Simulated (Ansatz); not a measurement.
C$_{2}$H$_{2}$OSe (`OC#C[SeH]`). Total charge 0; spin multiplicity 1. The geometry is a stationary point of PBE0-D4/def2-TZVP. It is one conformer, not always the lowest.

```xyz
6

O    -1.489    1.231    0.750
C    -0.538    0.418    0.398
C     0.278   -0.403    0.067
Se    1.583   -1.632   -0.236
H    -1.182    2.145    0.707
H     1.348   -1.758   -1.686
```

Q: What is the dipole moment at PBE/def2-TZVPP? (Best estimate.)

A: Computed: 1.90 D, with components (0.04, 1.86, -0.39) D in this frame, pointing from negative to positive charge.

Q: And with r2SCAN, B3LYP, ωB97M-V? (Estimate.)

A: Ansatz gave: r2SCAN 1.96 D, B3LYP 1.87 D, ωB97M-V 1.90 D.

Q: Give the Mulliken charges with PBE, B3LYP, r2SCAN in def2-TZVPP. (Best estimate.)

A: Computed: 
```tsv
atom	PBE	B3LYP	r2SCAN
O1	-0.21	-0.25	-0.28
C2	0.15	0.23	0.24
C3	-0.30	-0.35	-0.34
Se4	0.08	0.09	0.08
H5	0.24	0.23	0.25
H6	0.05	0.04	0.05
```

B3LYP here is the variant with VWN-RPA as its local correlation; programs differ in this.
